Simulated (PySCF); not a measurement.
All values below come from TPSSh-D3(BJ)/def2-TZVP // B3LYP-D3(BJ)/def2-TZVP in PySCF. Gas-phase values, no solvent. Delta-SCF ions had no search for a lower state. 

Reference species (SMILES): `[AlH2][I]` (neutral, multiplicity 1).

| Property | Result |
|---|---|
| vertical ionisation energy (Delta-SCF) | 9.77 eV |
| LUMO | -2.17 eV |
| HOMO | -7.09 eV |

Changed species: `[AlH3]` (0 of 3 H replaced by I; the reference has 1 of 3 H replaced by I).

Q: What does the change do to the vertical ionisation energy (Delta-SCF), LUMO and HOMO?

A: the vertical ionisation energy (Delta-SCF) rises by 1.35 eV, to 11.12 eV; the LUMO rises by 0.16 eV, to -2.01 eV; the HOMO falls by 0.96 eV, to -8.05 eV.
